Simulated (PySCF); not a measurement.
Work out the structure from these simulated measurements.

Formula: C5H9BF2O.

* Triplet: lowest triplet excitation (Tamm–Dancoff): 5.97 eV [TDA CAM-B3LYP/def2-SVPD]
* NMR, other nuclei: isotropic shieldings of nuclei other than C and H, by class: 34 (1 B), 101 (1 O), 269 (2 F) ppm [GIAO CAM-B3LYP/pcSseg-1]
* UV, first state: lowest singlet excitation: 6.46 eV (192 nm, f = 0.000) [TDDFT CAM-B3LYP/def2-SVPD]
* 13C NMR: chemical shifts (computed TMS as zero) by class: 121.6 (1 C), 28.4 (2 C), 20.6 (2 C) ppm [GIAO CAM-B3LYP/pcSseg-1]
* 1H NMR: chemical shifts (computed TMS as zero) by class: 6.29 (1 H), 1.61 (4 H), 0.89 (4 H) ppm [GIAO CAM-B3LYP/pcSseg-1]
* Rotational structure: rotational constants A, B, C: 3.918, 0.844, 0.758 GHz [PBE0-D3(BJ)/def2-SVP]
* Polarisability: 75.5 au [CAM-B3LYP/def2-SVPD]

Electronic properties: PySCF, gas phase, density fitting. Levels stand in brackets. The structure is a single PBE0-D3(BJ)/def2-SVP conformer in the gas phase; no vibrational or solvent corrections. Each NMR value is the plain mean over a class of atoms that symmetry, rotation or inversion makes alike.

Task: What is the compound? Reason from the data.

Result: Numbering: `[F:1][CH:2]([F:3])[O:4][B:5]1[CH2:6][CH2:7][CH2:8][CH2:9]1`. 5 carbons fall into 3 classes; from least to most shielded: CHF2 carbon [C2] (121.6 ppm), ring CH2 carbon [C7/C8] (28.4 ppm, 2 C), ring sp3 carbon bound to boron [C6/C9] (20.6 ppm, 2 C). Hydrogen classes from least to most shielded: 1 H on a CHF2 carbon, C2 (6.29 ppm), 4 H on 2 ring CH2 carbons, C7/C8 (1.61 ppm, a mean of values up to 0.6 ppm apart in this geometry), 4 H on 2 like atoms (sp3 carbon bound to boron), C6/C9 (0.89 ppm). The other shieldings belong to: 34 ppm, three-coordinate boron [B5]; 101 ppm, boron-bound oxygen [O4]; 269 ppm, fluorine of a CF2 group [F1/F3]. The optimised geometry has point group C1 and is an asymmetric top. Structure: `FC(OB1CCCC1)F`. The assignments are read from this structure; whether some other isomer fits the data as well wasn't checked.
